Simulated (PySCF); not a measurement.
2,2,2-trifluoroacetaldehyde (C2HF3O), SMILES O=CC(F)(F)F. Atoms are numbered in the order given.

```xyz
7

F      0.4387     1.0230     1.0944
C     -0.0074     0.3660     0.0000
F     -1.3422     0.3679     0.0000
F      0.4387     1.0230    -1.0944
C      0.5743    -1.0670     0.0000
O     -0.1153    -2.0553     0.0000
H      1.7037    -1.0782     0.0000
```
Charge 0, spin multiplicity 1.

Geometry: PBE-D3(BJ)/def2-SVP.

Method: TDDFT-LC-ωPBE/def2-SVPD in PySCF.

Vertical excitations. Isolated molecule, no solvent. State labels are in the subgroup Cs.

Computed UV-visible absorptions:
```tsv
state	symmetry	energy (eV)	λ (nm)	f	main pairs
S1	A"	4.06	305	0.000	HOMO→LUMO 97 %
S2	A"	8.83	140	0.000	HOMO−3→LUMO 73 %
S3	A'	8.86	140	0.015	HOMO→LUMO+1 72 %, HOMO→LUMO+2 12 %
S4	A"	9.41	132	0.002	HOMO−6→LUMO 28 %, HOMO−8→LUMO 25 %, HOMO−4→LUMO 23 %, HOMO−3→LUMO 17 %
S5	A'	9.60	129	0.194	HOMO−1→LUMO 84 %
S6	A'	9.93	125	0.059	HOMO→LUMO+3 48 %, HOMO−2→LUMO 26 %, HOMO→LUMO+2 9 %
S7	A'	9.95	125	0.063	HOMO−2→LUMO 71 %, HOMO→LUMO+3 17 %
S8	A'	10.47	118	0.000	HOMO→LUMO+2 51 %, HOMO→LUMO+1 20 %
S9	A"	10.52	118	0.000	HOMO−4→LUMO 54 %, HOMO−6→LUMO 15 %, HOMO→LUMO+4 12 %, HOMO−8→LUMO 12 %
S10	A"	10.59	117	0.005	HOMO→LUMO+4 61 %, HOMO→LUMO+6 21 %, HOMO−4→LUMO 9 %
T1	A"	3.35	370	0	HOMO→LUMO 97 %
T2	A'	5.73	216	0	HOMO−1→LUMO 80 %, HOMO−5→LUMO 14 %
T3	A"	7.80	159	0	HOMO−3→LUMO 46 %, HOMO−8→LUMO 17 %, HOMO−4→LUMO 16 %, HOMO−6→LUMO 15 %
T4	A'	8.55	145	0	HOMO→LUMO+1 67 %, HOMO→LUMO+2 16 %
```
Triplets are in the Tamm–Dancoff approximation, which puts them higher than full response would, so one can lie above its singlet here.
